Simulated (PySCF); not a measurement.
**Variants of one PySCF input: NaCa**

Base input, run as `OMP_NUM_THREADS=1 python input.py` with PySCF 2.14:

```python
from pyscf import gto, scf, mp

mol = gto.M(
    atom='Na 0 0 0; Ca 0 0 2.849',
    basis='cc-pvdz',
    charge=0,
    spin=1,
    symmetry=True,
    verbose=4,
)
mf = scf.UHF(mol)
mf.kernel()
mp.MP2(mf, frozen=6).kernel()
mf.dip_moment()
print('orbital energies (hartree):', [e[max(0, n-3):n+3].round(4) for e, n in zip(mf.mo_energy, mol.nelec)])
```

Base result: E(SCF) = -838.579990 Eh, 13 cycles, E(MP2) − E(SCF) = -0.11229 Eh, ⟨S²⟩ = 0.841, μz(SCF) = -1.13 D. The bond length is a typed value, not an optimised one. No search for the lowest solution was made.

Hardware: Arm Neoverse V2, 1 thread, shared host. Wall time 1.1 s, peak memory 0.12 GiB.

Each row names what differs from the base; energies in brackets are changes from the base.

```tsv
change	result	wall time (s)
density fitting: none → cc-pvdz-jkfit	stops with BasisNotFoundError (Basis set not found for Na in cc-pvdz-jkfit)	0.62
length unit: angstrom → bohr [unsound on purpose]	E(SCF) = -838.131840 Eh (+12.1948 eV), 12 cycles, E(MP2) − E(SCF) = -0.12918 Eh, ⟨S²⟩ = 0.839, μz(SCF) = -1.43 D	1
second-order solver: off → on	E(SCF) = -838.579990 Eh (+0.0000 eV), 4 cycles, E(MP2) − E(SCF) = -0.11229 Eh, ⟨S²⟩ = 0.841, μz(SCF) = -1.13 D	1.1
functional: none (Hartree–Fock) → m06; SCF type: UHF → UKS; step after the SCF: mp2 → analyze	E(SCF) = -839.786375 Eh, 10 cycles, ⟨S²⟩ = 0.752, μz(SCF) = -1.73 D	4.5
initial guess: minao → mod_huckel	stops with UnboundLocalError (cannot access local variable 'elumoa' where it is not associated with a value)	0.61
basis set: cc-pvdz → ano-rcc-vdzp; spin-free X2C: off → on	E(SCF) = -841.670195 Eh, 12 cycles, E(MP2) − E(SCF) = -0.30790 Eh, ⟨S²⟩ = 0.838, μz(SCF) = -0.73 D	2.2
spin (2S): 1 → 5 [a high spin state]	E(SCF) = -837.611780 Eh (+26.3463 eV), E(MP2) − E(SCF) = -0.06761 Eh, ⟨S²⟩ = 8.751, μz(SCF) = 0.57 D	1.1
density fitting: none → weigend [this fitting set is unfit for the basis or for exact exchange; a fit set errs by some meV]	E(SCF) = -833.597158 Eh (+135.5898 eV), 14 cycles, E(MP2) − E(SCF) = -0.12007 Eh, ⟨S²⟩ = 0.839, μz(SCF) = -1.08 D	0.7
step after the SCF: mp2 → tdhf; number of roots: default → 6	stops with ValueError (could not broadcast input array from shape (21,) into shape (22,)) after the SCF	1.4
frozen orbitals: 6 → 15 [unsound on purpose]	E(SCF) = -838.579990 Eh (+0.0000 eV), 13 cycles, E(MP2) − E(SCF) = 0.00000 Eh, ⟨S²⟩ = 0.841, μz(SCF) = -1.13 D	1
PCM solvent, dielectric constant: none → 20.5; step after the SCF: mp2 → analyze	E(SCF) = -838.582964 Eh (-0.0809 eV), ⟨S²⟩ = 0.844, μz(SCF) = -2.73 D	3.7
basis set: cc-pvdz → 6-31g*	E(SCF) = -838.524321 Eh (+1.5148 eV), 12 cycles, E(MP2) − E(SCF) = -0.03681 Eh, ⟨S²⟩ = 0.832, μz(SCF) = -0.89 D	0.96
basis set: cc-pvdz → lanl2dz; core potential: off → on; frozen orbitals: 6 → 0	E(SCF) = -36.367066 Eh, 12 cycles, E(MP2) − E(SCF) = -0.01621 Eh, ⟨S²⟩ = 0.824, μz(SCF) = -0.71 D	0.71
geometry: bond 2.849 → bond 8.547	E(SCF) = -838.602886 Eh (-0.6230 eV), 7 cycles, E(MP2) − E(SCF) = -0.10729 Eh, ⟨S²⟩ = 0.750, μz(SCF) = 0.00 D	0.94
geometry: bond 2.849 → bond 2.65	E(SCF) = -838.563990 Eh (+0.4354 eV), 13 cycles, E(MP2) − E(SCF) = -0.11462 Eh, ⟨S²⟩ = 0.832, μz(SCF) = -1.12 D	1
geometry: bond 2.849 → bond 3.048	E(SCF) = -838.590773 Eh (-0.2934 eV), 13 cycles, E(MP2) − E(SCF) = -0.11034 Eh, ⟨S²⟩ = 0.855, μz(SCF) = -1.02 D	1
electric field along z (a.u.): none → 0.05; point-group symmetry: on → off [may be another electronic state]	E(SCF) = -839.234081 Eh (-17.7987 eV), 10 cycles, E(MP2) − E(SCF) = -0.08149 Eh, ⟨S²⟩ = 0.750, μz(SCF) = 56.24 D	0.99
spin (2S): 1 → 33 [unsound on purpose]	stops with AssertionError	0.51
functional: none (Hartree–Fock) → lc_wpbe; SCF type: UHF → UKS; step after the SCF: mp2 → analyze	E(SCF) = -839.588136 Eh, 13 cycles, ⟨S²⟩ = 0.790, μz(SCF) = -2.06 D	6.1
basis set: cc-pvdz → sbkjc; core potential: off → on; frozen orbitals: 6 → 0	E(SCF) = -0.760016 Eh, 12 cycles, E(MP2) − E(SCF) = -0.01345 Eh, ⟨S²⟩ = 0.822, μz(SCF) = -0.51 D	0.73
```

Problem. Order these changes by how far they move the SCF energy from the base, largest first: (1) electric field along z (a.u.): none → 0.05; point-group symmetry: on → off; (2) geometry: bond 2.849 → bond 2.65; (3) geometry: bond 2.849 → bond 3.048; (4) geometry: bond 2.849 → bond 8.547.

Solution. (1) -17.7987 eV, (4) -0.6230 eV, (2) +0.4354 eV, (3) -0.2934 eV.
